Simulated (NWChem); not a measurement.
System: silicon dioxide molecule (SiO2); SMILES O=[Si]=O

All runs: NWChem. Medium grid unless said otherwise, to which SCAN and Minnesota functionals are sensitive. Coordinates come from a PBE0/def2-SVP optimisation. Hybrids' shares of exact exchange are those that their runs print; pure functionals count as 0. The functionals differ in more than this share.

| row | share of exact exchange | highest occupied level (eV) |
|---|---|---|
| LDA (Slater exchange, VWN5)/def2-TZVPD | 0.00 | -8.66 |
| PBE/def2-TZVPD | 0.00 | -8.43 |
| B3LYP/def2-TZVPD | 0.20 | -9.72 |
| PBE0/def2-TZVPD | 0.25 | -9.98 |
| M06-2X/def2-TZVPD | 0.54 | withheld |
| Hartree-Fock/def2-TZVPD | 1.00 | -13.89 |

Question: Fit a straight line of the last column on the one before it, predict the withheld value, and compare with the run.

Answer: 
1. Means of the 5 shown rows: x = 0.290, y = -10.136. Slope Σ(x − x̄)(y − ȳ)/Σ(x − x̄)² = -3.632/0.6820 = -5.325; intercept -8.592.
2. The shown rows scatter about the line by 0.088 (root mean square); the largest residual is +0.16, at PBE/def2-TZVPD.
3. At x = 0.54 (M06-2X/def2-TZVPD; inside the shown range) the line gives -11.47.
4. The run gives -11.57, -0.10 from the line, 1.1 times the scatter.
